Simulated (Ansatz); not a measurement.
`[OH][GaH][Br]` + H₂ → `[OH][GaH2]` + HBr at 400 K and 1 bar (hydrogenolysis of a Ga–Br bond).

Gas-phase electronic energies from Ansatz, PBE0-D4/def2-TZVP geometries. CCSD(T)/CBS adds triple-zeta CCSD(T) − MP2 to the extrapolated MP2 energy (def2 sets, frozen cores). This one scheme is used for every species. For Br, Ga outer-core shells are correlated without core-valence functions, which leaves a few kJ/mol of doubt a bond. Scalar relativity is left out up to krypton. Each species was taken in one conformer, which may not be the lowest.

```tsv
species	CCSD(T)/CBS energy (Eh)	H − E (kJ/mol)	S (J/(mol·K))
`[OH][GaH][Br]`	-4573.71961	79.1	332.9
H₂	-1.17544	38.0	139.0
`[OH][GaH2]`	-2000.92981	89.0	281.3
HBr	-2573.91920	27.6	207.2
```

H − E and S are ideal-gas, rigid-rotor, harmonic terms from PBE0-D4/def2-TZVP, for one conformer and one mirror image of each species. The MP2-based limit puts H₂ 0.8 mEh under its directly extrapolated value; such offsets cancel only in part. 1 Eh = 2625.50 kJ/mol, R = 8.31446 J/(mol·K).

By hand: ΔE, ΔH, ΔS and ΔG.

ΔE = (-2000.92981) + (-2573.91920) − (-4573.71961) − (-1.17544) = 0.04604 Eh = 120.9 kJ/mol. Δ(H − E) = 89.0 + 27.6 − 79.1 − 38.0 = -0.5, so ΔH = 120.4 kJ/mol. ΔS = 281.3 + 207.2 − 332.9 − 139.0 = 16.6 J/(mol·K). ΔG = 120.4 − 400 × (16.6)/1000 = 113.8 kJ/mol.

By hand: the equilibrium constant, and the temperature at which ΔG would vanish if ΔH and ΔS stayed fixed.

log₁₀ K = −ΔG/(RT ln 10) = -14.9. ΔG = 0 at ΔH/ΔS = 7253 K, far beyond where these terms or the molecules hold.

ΔH outweighs TΔS. A doubt of 5 kJ/mol in ΔE shifts log₁₀ K by 0.7 here. Other conformers and mirror images would add mixing entropy, several J/(mol·K) or more a flexible species. These are equilibria of isolated gas molecules and say nothing of rates. Largest T1 diagnostic: 0.015 (customary marks: 0.02 for closed shells, 0.045 for open ones).
